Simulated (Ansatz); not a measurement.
Two members of one family (Series SnH2MeX), computed with Ansatz in the gas phase; def2 core potentials for I, Sn, no spin–orbit coupling. The two geometries come from different levels. A negative affinity means that the extra electron isn't bound at that geometry and level; within about 0.2 eV of zero the sign isn't settled. Binding counts from free atoms in the multiplicity of their measured ground term, without zero-point energy. A dash marks a value that wasn't run or was left out as unsound. The structures are stationary points that may keep the symmetry of their start. Remarks come from the PBE and PBE0 runs and from stability tests at other levels; not every state was tested. A HOMO above zero means that the electron is unbound at that level and held by the basis, or that self-interaction error raises the level; the energy of removing that electron tells which. HOMO above LUMO (over both spins in singlets and doublets, within one spin in higher multiplets; at PBE or PBE0), or a gap under 0.15 eV within one spin, warns that the state may not be the lowest or that an electron is smeared out.

First: SnH2MeCl (singlet, charge 0, r2SCAN-D4/def2-TZVP geometry).

```csv
atom,x (Å),y (Å),z (Å)
Sn1,-0.655,-0.605,0.354
H2,-2.281,-0.093,0.287
H3,-0.281,-1.353,1.841
C4,0.741,0.896,-0.228
H5,0.681,1.748,0.451
H6,0.512,1.224,-1.242
H7,1.749,0.481,-0.201
Cl8,-0.466,-2.298,-1.262
```

| level | HOMO (eV) | LUMO (eV) | gap (eV) | vertical IE (eV) | vertical EA (eV) | vertical triplet (eV) | binding per atom (eV) |
| --- | --- | --- | --- | --- | --- | --- | --- |
| r2SCAN-D4/def2-TZVP | -7.31 | -1.01 | 6.30 | 10.17 | – | 5.90 | 3.13 |
| r2SCAN-D4/def2-TZVPD | -7.34 | -1.10 | 6.24 | – | -0.67 | – | 3.13 |
| PBE0-D4/def2-SVP | -8.12 | -0.22 | 7.89 | – | – | – | 3.10 |
| PBE0-D4/def2-TZVP | -8.30 | -0.49 | 7.80 | 10.35 | – | 6.05 | 3.11 |
| PBE0-D4/def2-TZVPD | -8.33 | -0.65 | 7.68 | – | -0.67 | – | 3.11 |

Remarks: gap within one spin near zero at PBE or PBE0 (+1 doublet), HOMO above zero (-1 doublet), gap within one spin near zero at PBE or PBE0 (triplet), HOMO above LUMO (triplet).

Second: SnH2MeI (singlet, charge 0, PBE0-D4/def2-SVP geometry).

```
atom   x (Å)   y (Å)   z (Å)
 Sn1  -0.228   0.712  -0.597
  H2  -1.356   0.346  -1.832
  H3   1.068   1.657  -1.197
  C4   0.430  -1.024   0.472
  H5   0.930  -1.720  -0.219
  H6  -0.437  -1.521   0.927
  H7   1.133  -0.723   1.260
  I8  -1.540   2.273   1.186
```

Question: Estimate the same table for the second.

Answer: 
```tsv
level	HOMO (eV)	LUMO (eV)	gap (eV)	vertical IE (eV)	vertical EA (eV)	vertical triplet (eV)	binding per atom (eV)
r2SCAN-D4/def2-TZVP	-6.52	-1.67	4.86	9.30	–	4.62	3.01
r2SCAN-D4/def2-TZVPD	-6.53	-1.71	4.82	–	-0.15	–	3.01
PBE0-D4/def2-SVP	-7.26	-0.98	6.28	–	–	–	2.99
PBE0-D4/def2-TZVP	-7.35	-1.11	6.24	9.38	–	4.70	3.00
PBE0-D4/def2-TZVPD	-7.37	-1.19	6.17	–	-0.18	–	3.00
```

Remarks: gap within one spin near zero at PBE or PBE0 (+1 doublet), HOMO above zero (-1 doublet), gap within one spin near zero at PBE or PBE0 (triplet).
